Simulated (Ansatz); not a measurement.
Relaxing a trial structure of ClSi2Sn

The starting geometry of this gas-phase doublet was optimised with GFN2-xTB.

```yaml
atoms:
  - { symbol: Cl, position_ang: [-1.0484, -2.0702, 0.8802] }
  - { symbol: Si, position_ang: [-0.4030, 0.8495, -1.0146] }
  - { symbol: Si, position_ang: [0.8799, 0.1154, -2.6446] }
  - { symbol: Sn, position_ang: [0.1182, 0.0472, 1.3024] }
```

Question: Where would you expect an optimisation with PBE0-D3(BJ)/def2-SVP to take it?

Answer: A new bond forms, giving a structure with Cl1 bridging Si3 and Sn4, given below by its coordinates. Contacts that close: Cl1–Si3 (4.57 → 2.33 Å).

The energy falls by 0.59 eV over 16 steps:

```json
{"step": "1", "E − E(last) (eV)": "0.588"}
{"step": "3", "E − E(last) (eV)": "0.487"}
{"step": "4", "E − E(last) (eV)": "0.470"}
{"step": "6", "E − E(last) (eV)": "0.462"}
{"step": "8", "E − E(last) (eV)": "0.382"}
{"step": "9", "E − E(last) (eV)": "0.262"}
{"step": "11", "E − E(last) (eV)": "0.070"}
{"step": "13", "E − E(last) (eV)": "0.016"}
{"step": "14", "E − E(last) (eV)": "0.001"}
{"step": "16", "E − E(last) (eV)": "0.000"}
```

Final geometry (Å):

```xyz
4

Cl   -0.5987   -1.9019   -0.0276
Si   -0.5609    1.2508   -0.9896
Si    0.4830   -0.6934   -1.7072
Sn    0.2232    0.2863    1.2478
```

Frequencies at the end are all real (lowest 138 cm⁻¹). Open shells are spin-unrestricted. Atoms past krypton carry core potentials, without spin–orbit terms. Run with Ansatz 0.2.0, 5.3 min on 1 thread of AMD EPYC (Zen 3), on a shared host.
